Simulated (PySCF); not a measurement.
ClH4MoN3, SMILES [Cl][Mo](=[NH])(=[NH])[NH2], multiplicity 1.

The structure is a stationary point at r2SCAN-D4/def2-SVP. The spin state was assumed, not searched. The def2 effective core potentials stand for the cores of Mo; spin–orbit coupling is left out. One conformer was computed; it need not be the lowest.

Two levels are set side by side: TDA-PBE/def2-SVPD (PySCF) and TDA-B3LYP/def2-SVPD (PySCF). Vertical, same geometry. The lowest singlet is HOMO−1→LUMO 64 %, HOMO→LUMO+1 35 % with PBE and HOMO−1→LUMO 64 %, HOMO→LUMO+1 34 % with the other functional; states are paired by order. Differences are taken from unrounded values.

```csv
quantity,TDA-B3LYP
lowest singlet excitation (eV),4.34
lowest triplet excitation (TDA) (eV),3.69
```

Problem. What does TDA-PBE give, and how far is it from TDA-B3LYP? (An estimate is asked for; the answer gives what the named calculation found.)

Solution. 
```tsv
quantity	TDA-PBE	TDA-PBE minus TDA-B3LYP
lowest singlet excitation (eV)	4.14	-0.20
lowest triplet excitation (TDA) (eV)	3.61	-0.08
```

Functionals without exact exchange tend to place singlet excitations lower, as here. Differences between two approximate levels are no errors against the true value.

Rough cost on one machine, each run with all the roots and properties that it gave: TDA-B3LYP against TDA-PBE about 3 times.
